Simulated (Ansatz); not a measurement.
One change: `CB[SiH](O)I` becomes `O[SiH](I)CF`.

Ansatz, PBE0-D4/def2-TZVP geometries, multiplicity 1. Each molecule was computed in one conformer, which needn't be the lowest.

Elements past krypton have def2 core potentials.

| property | `CB[SiH](O)I` |
| --- | --- |
| HOMO–LUMO gap (PBE0/def2-TZVPP) / eV | 5.52 |
| HOMO–LUMO gap (B3LYP/def2-TZVPP) / eV | 5.14 |
| HOMO–LUMO gap (ωB97M-V/def2-TZVPP) / eV | 9.45 |
| LUMO energy (PBE/def2-TZVPP) / eV | -2.71 |
| size of the dipole moment (PBE/def2-TZVPP) / D | 1.59 |
| LUMO energy (PBE0/def2-TZVPP) / eV | -1.83 |

Question: Give the same properties after the change, and the shifts. (Estimate.)

Answer: Ansatz gave: 
```json
{"property": "HOMO–LUMO gap (PBE0/def2-TZVPP) / eV", "`O[SiH](I)CF`": "7.51", "shift": "1.99"}
{"property": "HOMO–LUMO gap (B3LYP/def2-TZVPP) / eV", "`O[SiH](I)CF`": "7.03", "shift": "1.89"}
{"property": "HOMO–LUMO gap (ωB97M-V/def2-TZVPP) / eV", "`O[SiH](I)CF`": "11.49", "shift": "2.04"}
{"property": "LUMO energy (PBE/def2-TZVPP) / eV", "`O[SiH](I)CF`": "-1.20", "shift": "1.51"}
{"property": "size of the dipole moment (PBE/def2-TZVPP) / D", "`O[SiH](I)CF`": "1.37", "shift": "-0.22"}
{"property": "LUMO energy (PBE0/def2-TZVPP) / eV", "`O[SiH](I)CF`": "-0.33", "shift": "1.50"}
```

With PBE0 the HOMO falls by 0.49 eV and the LUMO rises by 1.50 eV, so the gap widens by about 1.99 eV. PBE moves the HOMO by -0.39 eV and ωB97M-V by -0.57 eV. Dipoles are sizes alone; their direction can turn.

B3LYP here is the variant with VWN-RPA as its local correlation; programs differ in this.

Spin–orbit coupling is left out; it splits and shifts lone-pair levels of the heavy atoms by tenths of an eV.
